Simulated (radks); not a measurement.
All-electron atom: neutral lutetium in [Xe] 4f14 5d2 6s1 (not the ground configuration). Calculated with a radial shooting solver on a logarithmic mesh with Libxc functionals: Dirac Kohn-Sham, PBEsol, spin-unpolarised, spherical densities, finite nucleus; open shells fill j = l - 1/2 first; Fermi nuclear charge, rms radius 5.37 fm.

Spin-orbit splittings of the eigenvalues, e(l+1/2) - e(l-1/2), with zeta = 2 splitting/(2l+1) and mean radii in bohr:

shell  occ.  splitting (eV)  zeta (eV)  <r> j=l-1/2  <r> j=l+1/2
2p        6            1117      744.5      0.06742      0.07503
3p        6           238.2      158.8       0.2021       0.2163
3d       10           52.02      20.81       0.1899       0.1943
4p        6           54.28      36.19       0.4850       0.5178
4d       10           9.912      3.965       0.5409       0.5525
4f       14           1.522     0.4350       0.7179       0.7349
5p        6               ?          ?        1.321        1.438
5d        2          0.2698     0.1079        3.101        3.345

Estimate the 5p splitting.

Answer. 6.845 eV (zeta = 4.563 eV).
